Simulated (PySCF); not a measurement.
# Ionisation energy of Li⁺ by level of theory

Li⁺ 1s2 (1S) → Li²⁺ 1s1 (2S), as a difference of total energies. Computed with PySCF 2.14 in def2-TZVP, with the non-relativistic Hamiltonian (point nucleus). Correlated levels: valence: nothing frozen. The calculations carry no spin-orbit coupling.

Q: Order these methods by the ionisation energy they give, lowest first.
A. CCSD (valence)
B. SCS-MP2 (valence)
C. M06-2X
D. MP2 (valence)

A: D (75.314 eV), A (75.430 eV), B (75.477 eV), C (75.889 eV).

Errors of the correlated levels include the incompleteness of this basis.

With two correlated electrons CCSD is exact in that space.

For comparison: 75.640 eV (theoretical estimate listed by NIST; NIST Atomic Spectra Database, ionization energies).
